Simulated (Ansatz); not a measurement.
Stretching the Si2–O1 bond in H4OSi (SMILES O[SiH3]) (multiplicity 1 held, fragments rigid). Energies count from the point at 1.653 Å.
Geometry at that point (charge 0, multiplicity 1):
```xyz
6

O      1.0387    -0.3347    -0.2562
Si    -0.5088     0.1297     0.0921
H      1.7621     0.0911     0.2094
H     -0.8430    -0.1066     1.5186
H     -1.3792    -0.6922    -0.7709
H     -0.7258     1.5694    -0.1959
```

R- and RO- levels are restricted; in cc, def2 and unpolarised 6-31G sets they are followed outwards from rest. Unrestricted levels (U-) break spin symmetry where that is lower. Active spaces are followed from a long bond inwards. Curves can end on different states.

Correlated levels freeze the cores.

Codes used: Ansatz (a program for electronic structure). Each number belongs to the level named beside it.

| level | energy at R = 5.289 Å (kcal/mol) |
|---|---|
| U-PBE/cc-pV(T+d)Z | 123.47 |
| R-r2SCAN/cc-pV(T+d)Z | 156.63 |
| U-r2SCAN/cc-pV(T+d)Z | 121.85 |
| R-B3LYP/cc-pV(T+d)Z | ___ |
| U-B3LYP/cc-pV(T+d)Z | 122.45 |
| U-MP2/cc-pV(T+d)Z | ___ |
| U-CCSD/cc-pV(T+d)Z | 122.27 |
| FIC-NEVPT4(SD) on CASSCF(4,3)/cc-pV(T+d)Z | 124.16 |
| FIC-MRCISD+Q on CASSCF(4,3)/cc-pV(T+d)Z | 123.65 |

### Question
Complete the blanks.

### Answer

- R-B3LYP/cc-pV(T+d)Z, energy at R = 5.289 Å (kcal/mol): 160.64
- U-MP2/cc-pV(T+d)Z, energy at R = 5.289 Å (kcal/mol): 132.06

Doubts at one or more of the structures used: a spin-contaminated determinant (U-PBE/cc-pV(T+d)Z, U-r2SCAN/cc-pV(T+d)Z, U-B3LYP/cc-pV(T+d)Z, U-MP2/cc-pV(T+d)Z, U-CCSD/cc-pV(T+d)Z); a restricted determinant that unrestricted orbitals would lower (R-r2SCAN/cc-pV(T+d)Z, R-B3LYP/cc-pV(T+d)Z); active orbitals that take no part (FIC-NEVPT4(SD) on CASSCF(4,3)/cc-pV(T+d)Z, FIC-MRCISD+Q on CASSCF(4,3)/cc-pV(T+d)Z).
